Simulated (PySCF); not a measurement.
Correlation energy of Be⁺ (beryllium, charge +1)

[He] 2p1, 2P determinant (an excited configuration). All numbers are calculated (PySCF 2.14, the spin-free X2C one-electron Hamiltonian (Gaussian nucleus), in x2c-TZVPPall). Frozen: nothing; 3 electrons correlated.

```csv
level,correlation energy (mhartree)
CCSD,-31.43
(T),-0.01
CCSD(T),-31.44
CCSDT,-31.43
FCI,-31.43
```

Diagnostics: T1 = 0.0011, D1 = 0.0021, largest double amplitude 0.021, weight of the Hartree-Fock determinant in FCI 0.9982 (3249 determinants).

Cost of the coupled-cluster step: roughly 0.09 core-seconds, for 3 correlated electrons.

The basis was made for the ground configuration and has no added diffuse functions, which can raise the energy of the promoted electron.

This basis was not built for core-valence correlation, so the inner-shell part is incomplete.
